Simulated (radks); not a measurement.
Fractional charge and spin in the 3s shell of phosphorus: the spin-up occupation runs from 0 to 1 and the spin-down occupation from 0 to 1; the fullest corner is P, [Ne] 3p(up 1.5, down 1.5) 3s(up 1, down 1). All-electron calculation, non-relativistic Kohn-Sham, BLYP, spin-polarised, spherical densities, point nucleus. Program: a radial shooting solver on a logarithmic mesh with Libxc functionals. Energy (eV) minus the two flat planes that join the four corners (they meet along the diagonal where the two added fractions sum to one electron); zero is where a piecewise linear energy would lie.

down \ up       0    0.25     0.5    0.75       1
0           0.000  -1.008  -1.336  -0.996   0.000
0.25       -1.008  -1.252  -0.835   0.231  -0.886
0.5        -1.336  -0.835   0.308  -0.736  -1.168
0.75       -0.996   0.231  -0.736  -1.096  -0.866
1           0.000  -0.886  -1.168  -0.866   0.000

Corners above the fullest one (they belong to P+ and the next ion): (up 1, down 0) 18.314 eV, (up 0, down 1) 18.314 eV, (up 0, down 0) 47.898 eV. With half an added electron in each spin the energy lies 0.308 eV from the planes, and with half an added electron in spin up alone -1.336 eV. The planes are only a guide here: the flat-plane condition holds for ground states with one frontier orbital, while this shell lies below other occupied shells, so the corners above the fullest one are inner-hole states and not the ground states of those ions.
